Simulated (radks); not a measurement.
Values are calculated unless marked as measured or tabulated.
The nuclear charge of neutral potassium is varied continuously with 19 electrons held in [Ar] 4s1. Code: a radial shooting solver on a logarithmic mesh with Libxc functionals. Model: scalar-relativistic Kohn-Sham, PBEsol, spin-polarised, spherical densities, finite nucleus; open shells are filled with parallel spins first; Fermi nuclear charge, rms radius 3.4349 fm. By the Hellmann-Feynman theorem dE/dZ = E(electron-nucleus)/Z, the electronic potential at the nucleus (averaged over a nucleus of fixed radius). The scalar-relativistic energy here is not variational (the density holds large components alone), so the two differ by a part that grows with Z.

Z     E (hartree)  E(electron-nucleus)/Z (hartree)  HOMO  e(HOMO) (eV)  <r> HOMO (bohr)
18.8   -586.31408                         -74.3364    4s        -1.527            5.443
18.9   -593.77643                         -74.8500    4s        -2.017            5.153
19     -601.29018                         -75.3630    4s        -2.543            4.908
19.1   -608.85526                         -75.8754    4s        -3.101            4.698
19.2   -616.47162                         -76.3874    4s        -3.690            4.514
19.3   -624.13923                         -76.8990    4s        -4.308            4.352
19.4   -631.85805                         -77.4103    4s        -4.954            4.207
19.5   -639.62805                         -77.9213    4s        -5.626            4.076
19.6   -647.44921                         -78.4322    4s        -6.324            3.956
19.7   -655.32152                         -78.9428    4s        -7.047            3.847
19.8   -663.24495                         -79.4533    4s        -7.794            3.746
19.9   -671.21949                         -79.9636    4s        -8.566            3.652
20     -679.24513                         -80.4739    4s        -9.360            3.565

The central difference of E at Z = 19 is -75.394 hartree, to compare with the third column; the second derivative is -5.13 hartree.
